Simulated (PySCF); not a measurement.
## Simulated absorption spectrum

Species: tert-butyl acetate, C6H12O2.
Numbering: `[CH3:1][C:2](=[O:3])[O:4][C:5]([CH3:6])([CH3:7])[CH3:8]` (hydrogens: H9, H10, H11 on C1; H12, H13, H14 on C6; H15, H16, H17 on C7; H18, H19, H20 on C8)

Geometry (GFN2-xTB, Å), atoms numbered from 1 in this order:
```
atom  x, y, z in Å
C1     2.9634    0.0418   -0.3310
C2     1.5898   -0.4713    0.0349
O3     1.3945   -1.4950    0.6375
O4     0.6560    0.3718   -0.3948
C5    -0.7558    0.1332   -0.1549
C6    -1.4532    1.3299   -0.8024
C7    -1.0343    0.0993    1.3474
C8    -1.1903   -1.1688   -0.8263
H9     3.5570   -0.7741   -0.7343
H10    3.4510    0.4004    0.5733
H11    2.8863    0.8521   -1.0486
H12   -2.5298    1.2323   -0.6994
H13   -1.2006    1.3830   -1.8581
H14   -1.1333    2.2518   -0.3242
H15   -0.5425   -0.7553    1.8036
H16   -2.1040    0.0237    1.5201
H17   -0.6656    1.0096    1.8159
H18   -0.6882   -2.0158   -0.3674
H19   -2.2641   -1.2937   -0.7186
H20   -0.9413   -1.1444   -1.8853
```

Method used: TDDFT PBE0/def2-SVPD, vertical, gas phase, core orbitals frozen in the response (PySCF 2.14.0, density-fitted response routines).

Computed states:

```csv
state,E (eV),f
S1,5.82,0.0007
S2,7.29,0.033
S3,7.90,0.085
S4,8.08,0.029
S5,8.13,0.014
S6,8.24,0.0009
```

Broadening: Gaussians 0.4 eV wide at half height, area fixed by f = 4.319×10⁻⁹ ∫ε dν̃. The width is an assumption, not a result. The curve ends short of the highest state used, and states not computed would add to its high-energy end.

**Question.** Give the broadened spectrum and its maxima.

**Answer.** 
λ (nm), ε (L mol⁻¹ cm⁻¹) and a bar:
```
    162.3       2018 #############################
    165.6       1374 ####################
    168.9       2106 ##############################
    172.1       1952 ############################
    175.4        965 ##############
    178.6        281 ####
    181.9         48 #
    185.2          5 
    188.4          0 
    191.7          0 
    195.0          0 
    198.2          2 
    201.5          8 
    204.7         19 
    208.0         36 #
    211.3         48 #
    214.5         48 #
    217.8         37 #
    221.0         22 
    224.3         11 
    227.6          4 
    230.8          1 
    234.1          0 
    237.3          0
```

Maxima: 213 nm (5.82 eV), ε about 49, made up of S1 (100%); 170 nm (7.29 eV), ε about 2200, made up of S2 (100%) (ε in L mol⁻¹ cm⁻¹; maxima over ε = 5, shares over 10%). At its high-energy end, 7.64 eV, the curve is still rising (ε about 2000, from S2 and S3).

**Question.** What would ε be at 7.29 eV, the highest of these maxima, with half the width (0.2 eV)?

**Answer.** About 4380 L mol⁻¹ cm⁻¹ against 2200, a factor of about 1.99; a lone state at its own centre would give exactly 2.

**Question.** Coming from long wavelengths, where does ε first pass 100 L mol⁻¹ cm⁻¹?

**Answer.** At about 181 nm (6.86 eV), 1.04 eV above S1.

**Question.** On this curve, what absorbance would a 10⁻⁴ mol/L sample give at 222 nm over a 1 cm path?

**Answer.** 222 nm is 5.585 eV, where ε is about 18 L mol⁻¹ cm⁻¹, so A = ε c l ≈ 0.0018 (Beer–Lambert, with the gas-phase spectrum and the assumed width).

The run took 1.8 min (grids of density and orbitals included) on Arm Neoverse N1, one thread, no GPU (shared host), and the process peaked at 1.1 GiB of memory.

One conformer stands for the species.
